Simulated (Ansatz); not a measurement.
One change: `CNB[SiH3]` becomes `CN(C)B[SiH3]`.

Ansatz, PBE0-D4/def2-TZVP geometries, multiplicity 1. Each molecule was computed in one conformer, which needn't be the lowest.

| property | `CNB[SiH3]` |
| --- | --- |
| LUMO energy (PBE0/def2-TZVPP) / eV | -0.48 |
| size of the dipole moment (PBE/def2-TZVPP) / D | 2.82 |
| HOMO energy (ωB97M-V/def2-TZVPP) / eV | -9.98 |
| LUMO energy (B3LYP/def2-TZVPP) / eV | -0.67 |
| HOMO–LUMO gap (PBE0/def2-TZVPP) / eV | 7.33 |
| LUMO energy (PBE/def2-TZVPP) / eV | -1.40 |

Problem. What does the change do to each property? (Best estimate.)

Solution. Computed: 
```tsv
property	`CN(C)B[SiH3]`	shift
LUMO energy (PBE0/def2-TZVPP) / eV	-0.53	-0.05
size of the dipole moment (PBE/def2-TZVPP) / D	2.93	0.11
HOMO energy (ωB97M-V/def2-TZVPP) / eV	-9.91	0.07
LUMO energy (B3LYP/def2-TZVPP) / eV	-0.72	-0.05
HOMO–LUMO gap (PBE0/def2-TZVPP) / eV	7.12	-0.21
LUMO energy (PBE/def2-TZVPP) / eV	-1.43	-0.03
```

With PBE0 the HOMO rises by 0.16 eV and the LUMO falls by 0.05 eV, so the gap narrows by about 0.21 eV. PBE moves the HOMO by 0.14 eV and ωB97M-V by 0.07 eV. Dipoles are sizes alone; their direction can turn.

B3LYP here is the variant with VWN-RPA as its local correlation; programs differ in this.
